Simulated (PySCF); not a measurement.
Cartesian coordinates in Å; atom numbers follow the order of the lines, from 1:
```xyz
26

B    -0.1397   -0.5249   -1.8542
N     0.1454    0.1185   -0.3660
C    -0.4420   -0.7364    0.7024
C    -1.9483   -0.8714    0.6681
C    -0.4495    1.4853   -0.3737
C    -0.3313    2.2929    0.9047
C     1.6153    0.2384   -0.1427
C     2.4197   -1.0345   -0.2969
H    -1.3110   -0.2937   -2.1230
H     0.6250    0.0615   -2.6144
H     0.0851   -1.7261   -1.7830
H    -0.1104   -0.3449    1.6800
H     0.0106   -1.7275    0.5766
H    -2.4662    0.0748    0.8838
H    -2.2542   -1.5947    1.4381
H    -2.2864   -1.2402   -0.3091
H     0.0281    2.0069   -1.2154
H    -1.5012    1.3614   -0.6582
H     0.7094    2.5062    1.1884
H    -0.8284    1.8086    1.7587
H    -0.8281    3.2619    0.7498
H     1.7728    0.6558    0.8660
H     1.9677    0.9826   -0.8710
H     2.1386   -1.8070    0.4333
H     3.4796   -0.7946   -0.1249
H     2.3132   -1.4533   -1.3049
```

Geometry: PBE0-D3(BJ)/def2-SVP; GIAO absolute shieldings from PySCF 2.14, gas phase, non-relativistic, averaged over equivalent atoms.

At WP04/pcSseg-1 (226 basis functions, 70 s wall time on 1 thread of an Arm Neoverse N1, shared host):
| atoms | σ (ppm) |
| --- | --- |
| B1 | 107.8 |
| N2 | 176.2 |
| C3/C5/C7 | 116.0 |
| C4/C6/C8 | 160.2 |
| H12/H13/H17/H18/H22/H23 | 29.06 |
| H9/H10/H11 | 30.11 |
| H14/H15/H16/H19/H20/H21/H24/H25/H26 | 30.37 |

Task: What do these become at wB97X-D/pcSseg-1?

Result: 
| atoms | σ at wB97X-D/pcSseg-1 | change |
| --- | --- | --- |
| B1 | 116.6 | +8.8 |
| N2 | 199.7 | +23.5 |
| C3/C5/C7 | 130.1 | +14.1 |
| C4/C6/C8 | 174.4 | +14.2 |
| H12/H13/H17/H18/H22/H23 | 28.91 | -0.15 |
| H9/H10/H11 | 29.49 | -0.62 |
| H14/H15/H16/H19/H20/H21/H24/H25/H26 | 30.20 | -0.17 |

The largest change is at N2 (donor nitrogen of a Lewis adduct). Cost: 226 basis functions, 92 s wall time on 1 thread of an Arm Neoverse N1, shared host.

The carbons averaged at δ 56.5 differ by 8 ppm in this conformer.
